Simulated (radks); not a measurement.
These are the eigenvalues of the occupied orbitals of an atom or ion with whole-number occupations (eV). All-electron calculation, scalar-relativistic Kohn-Sham, r2SCAN, spin-unpolarised, spherical densities, finite nucleus; meta-GGA in the generalised Kohn-Sham scheme; Fermi nuclear charge, rms radius of each element as measured or else 0.836 A^(1/3) + 0.57 fm. Program: a radial shooting solver on a logarithmic mesh with Libxc functionals.

| orbital | eigenvalue |
|---|---|
| 1s | -837.8249 |
| 2s | -38.3875 |
| 2p | -13.9680 |

Which element is it, and in what charge state? The configuration may be excited.

Answer. Z = 10, neon, charge 0: Ne in [Ne]. The list shows which subshells hold electrons but not how many an open one holds; the 1s level, -30.789 hartree, gives Z - s = 7.8 by -(Z - s)^2/2, which with screening and relativity narrows Z to a few neighbours, and the depths of the outer levels then fix element, charge and occupations together.
